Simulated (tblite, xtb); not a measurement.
Cl$_{3}$Ga (SMILES [Cl][Ga]([Cl])[Cl]), singlet, geometry from GFN2-xTB (such geometries of metal compounds can be far from the true shape). Base run: xtb with GFN1-xTB.

xtb was given this input:
```
$ xtb mol.xyz --gfn 1 --json

# file mol.xyz
4

Ga     0.00000000     0.00000000    -0.00000000
Cl    -1.75999983    -1.10581726    -0.20820478
Cl     0.10032532     1.95214694    -0.73677512
Cl     1.65967451    -0.84632969     0.94497990
```

Programs used: tblite, xtb; a row that names a program was run with it.

The base run was repeated with changes; each row names its change, and settings that it needs were set with it.

| change | ΔE vs base (kcal/mol) | HOMO-LUMO gap (eV) | G_solv (kcal/mol) | SCF cycles |
|---|---|---|---|---|
| base | 0.000 | 6.20 | - | 7 |
| program = tblite; method = gfn1; option = --grad | 0.001 | - | - | - |
| etemp = 10000 | -5.12 | 6.23 | - | 7 |
| gbsa = chcl3 | -5.10 | 6.21 | -5.11 | 7 |
| program = tblite; method = gfn1; option = (--alpb, water) | -1.21 | - | - | - |
| etemp = 1000 | 0.000 | 6.20 | - | 7 |
| alpb = methanol | -4.84 | 6.21 | -4.86 | 7 |

ALPB and GBSA are two models with their own fitted parameters for each solvent, which aren't always the measured dielectric constant.
